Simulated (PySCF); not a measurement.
Species: C3H4Se.
Geometry (PBE0-D3(BJ)/def2-SVP, Å), atoms numbered from 1 in this order:
```xyz
8
C3H4Se angstrom
C      1.9016   -0.1539    0.1810
C      0.7352   -0.3859   -0.0488
C     -0.6635   -0.6549   -0.3008
Se    -1.7319    0.9622   -0.6565
H      2.9369    0.0558    0.3758
H     -1.1216   -1.2012    0.5362
H     -0.7896   -1.2677   -1.2066
H     -1.4083    1.5869    0.6349
```

Theory: EOM-IP-CCSD/aug-cc-pVDZ in PySCF, restricted Hartree–Fock reference, frozen core, non-relativistic, gas phase, PBE0-D3(BJ)/def2-SVP geometry.

Hartree–Fock orbital energies give these Koopmans values (eV): HOMO 9.38, HOMO-1 10.45, HOMO-2 10.77, HOMO-3 12.94, HOMO-4 14.42, HOMO-5 17.05, HOMO-6 17.68, HOMO-7 19.78.

Q: What vertical ionisation energies does EOM-IP-CCSD give?

A: 
| leading hole (HF orbital) | Koopmans (eV) | EOM-IP-CCSD (eV) | change (eV) | one-hole share |
| --- | --- | --- | --- | --- |
| HOMO | 9.38 | 8.92 | -0.46 | 0.96 |
| HOMO-1 | 10.45 | 10.32 | -0.13 | 0.96 |
| HOMO-2 | 10.77 | 10.64 | -0.13 | 0.96 |
| HOMO-3 | 12.94 | 12.35 | -0.59 | 0.95 |
| HOMO-4 | 14.42 | 13.64 | -0.78 | 0.95 |
| HOMO-5 | 17.05 | 15.59 | -1.46 | 0.94 |
| HOMO-6 | 17.68 | 15.88 | -1.80 | 0.94 |
| HOMO-7 | 19.78 | 17.82 | -1.96 | 0.91 |

Q: Does the order of the lines follow the orbital energies?

A: Yes, no two lines change places. The corrections run from -1.96 to -0.13 eV, with a mean of -0.91 eV over the 8 lines; no line lies above its Koopmans value.

Q: At what kinetic energies would He II light (40.81 eV) eject these electrons?

A: 31.89 eV (HOMO), 30.49 eV (HOMO-1), 30.17 eV (HOMO-2), 28.46 eV (HOMO-3), 27.17 eV (HOMO-4), 25.22 eV (HOMO-5), 24.93 eV (HOMO-6), 22.99 eV (HOMO-7).

Q: What total energy has the lowest final state, and which wavelength reaches it?

A: E(CCSD) + ionisation energy = -2516.27194 + 0.32790 = -2515.94404 Eh, at the geometry of the initial state. The threshold wavelength is 1239.84 eV nm/8.92 eV = 139.0 nm.

One root was sought for each valence orbital with −ε under 21 eV, eight at most, so deeper holes and satellites are missing; no vibrational structure.

Time: 3.4 min; peak memory 2.5 GiB. Hardware: an Arm Neoverse V2 with one thread, no GPU (shared host).

One conformer stands for the species.
